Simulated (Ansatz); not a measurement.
Reaction (cleavage of the B–B bond): `BBCOC` + `[OH][GaH2]` → `B[O][GaH2]` + `BCOC`

Gas-phase electronic energies from Ansatz, PBE0-D4/def2-TZVP geometries. CBS: MP2 limit from def2 TZ/QZ plus the TZ coupled-cluster correction, frozen cores. Functionals use def2-TZVPP. B3LYP here is the variant with VWN-RPA as its local correlation; programs differ in this. For Ga outer-core shells are correlated without core-valence functions, which leaves a few kJ/mol of doubt a bond. Scalar relativity is left out up to krypton. Each species was taken in one conformer, which may not be the lowest.

```tsv
level	ΔE (kcal/mol)	difference from CCSD(T)/CBS
PBE-D4	-30.5	3.2
r2SCAN-D4	-32.3	1.4
PBE0-D4	-32.0	1.7
B3LYP-D4	-34.5	-0.8
ωB97X-V	-33.6	0.1
ωB97M-V	-34.4	-0.7
B2PLYP	-35.3	-1.6
PBE	-30.5	3.2
r2SCAN	-32.4	1.3
PBE0	-32.0	1.7
B3LYP	-34.5	-0.8
HF/def2-TZVPP	-39.0	-5.3
MP2/def2-TZVPP	-35.9	-2.2
SCS-MP2/def2-TZVPP	-36.5	-2.8
CCSD/def2-TZVPP	-35.0	-1.3
CCSD(T)/def2-TZVPP	-34.8	-1.1
HF/def2-QZVPP	-39.2	-5.5
MP2/def2-QZVPP	-35.3	-1.6
SCS-MP2/def2-QZVPP	-36.0	-2.3
HF/CBS(def2)	-39.2	-5.5
MP2/CBS(def2)	-34.8	-1.1
CCSD/CBS(def2)	-33.9	-0.2
CCSD(T)/CBS	-33.7	0
```

Largest T1 diagnostic among the species: 0.016.

From PBE to PBE0 (25 % exact exchange), in def2-TZVPP and without D4, ΔE moves by −1.5 kcal/mol. In def2-TZVPP, CCSD(T) changes the Hartree–Fock value by +4.2 kcal/mol (the triples alone add +0.2 kcal/mol) and MP2 by +3.1 kcal/mol.
